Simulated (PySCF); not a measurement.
A structure optimised at PBE-D3(BJ)/def2-SVP, used in a PySCF frequency run:

```xyz
8

C      2.8217    -0.1810     0.0000
C      1.6009    -0.2984     0.0000
C      0.1986    -0.4619     0.0000
Br    -0.4269    -2.2790     0.0000
C     -0.7398     0.5202     0.0000
Br    -0.2979     2.3445     0.0000
H      3.8971    -0.0686     0.0000
H     -1.8166     0.3032     0.0000
```

Q: Write its SMILES, formula and point group.

A: C#C/C(Br)=C\Br, C₄H₂Br₂, Cs

Q: What are its rotational constants (standard atomic weights)?

A: 2.9156, 0.58654, 0.48831 GHz
